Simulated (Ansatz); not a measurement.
GeH7NSi2, SMILES [NH]1[SiH2][SiH2][GeH2]1.

Coordinates come from a ωB97X-D3(BJ)/def2-SVP optimisation. The structure was generated by enumeration, and PubChem lists no compound with its InChIKey, so it may never have been made.

Two levels are set side by side: PBE/def2-SVPD (Ansatz, an electronic-structure program) and PBE0/def2-SVPD (Ansatz). Energy differences of separate SCF runs at the same geometry; the states with an electron removed or added have multiplicity 2 and 2. Differences are taken from unrounded values.

```csv
quantity,PBE0,PBE,PBE minus PBE0
vertical ionisation energy (eV),8.98,8.75,-0.23
vertical singlet–triplet gap (eV),4.87,4.54,-0.34
```
